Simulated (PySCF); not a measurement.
**Working out the electron affinity of In**

In⁻ [Kr] 4d10 5s2 5p2 (3P) → In [Kr] 4d10 5s2 5p1 (2P). Calculation: PySCF 2.14, in aug-cc-pVTZ-PP with ECP28MDF (6s5p4d2f, 55 functions); scalar relativity through the core potential. Frozen: 4s2 4p6 4d10. Energies in hartree (1 hartree = 27.21139 eV):

```tsv
part	In⁻ (lower)	In (upper)
UHF	-189.213144	-189.210364
MP2 opposite-spin	-0.032250	-0.027934
MP2 same-spin	-0.008333	-0.002264
```

**Question.** What does Hartree-Fock give?

**Answer.** (-189.210364) − (-189.213144) = 0.002780 hartree = 0.076 eV.

**Question.** What do MP2 and SCS-MP2 (6/5 opposite-spin, 1/3 same-spin) give?

**Answer.** The opposite-spin parts differ by 0.117 eV and the same-spin parts by 0.165 eV. MP2: 0.076 + (0.117) + (0.165) = 0.358 eV. SCS-MP2: 0.076 + 1.2 × (0.117) + (0.165)/3 = 0.271 eV.

Reference: 0.384 eV (measured; photodetachment measurements, as compiled on the Wikipedia data page of electron affinities), between the lowest levels; spin-orbit coupling is absent from the calculation.

What remains against the reference includes basis incompleteness, the frozen core and correlation beyond second order.
